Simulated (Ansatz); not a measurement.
Molecule: CH₃AlF₂O (charge 0, singlet). 
Geometry from a B3LYP-D3(BJ)/def2-TZVP (Ansatz, a quantum-chemistry and plane-wave program) optimisation:
```
O
C 1 1.4123
H 2 1.0922 1 109.47
H 2 1.0922 3 108.41 1 -119.35
H 2 1.0937 3 108.60 4 -117.82
Al 1 1.6644 2 136.93 3 120.65
F 6 1.6395 1 119.68 2 180.00
F 6 1.6442 7 118.20 1 180.00
```

Basis-set convergence of Hartree-Fock and CCSD(T) correlation energies (hartree) with Ansatz. Valence correlation only, unless marked. No spin-orbit coupling. No relativistic terms.

```
basis            functions       E(HF)  E(corr, CCSD(T))
---------------  ---------  ----------  ----------------
aug-cc-pV(D+d)Z        151  -555.52679          -0.86151
aug-cc-pV(T+d)Z        308  -555.62240          -1.05764
aug-cc-pV(Q+d)Z        547  -555.64846          -1.12448
```

Extrapolating the two largest sets (X = 3 and 4) as X^-3: E(corr) = (64·(-1.12448) - 27·(-1.05764))/37 = -1.1733 Eh, an estimate of the basis-set limit. The largest set recovers 95.8 % of it, the smallest 73.4 %.
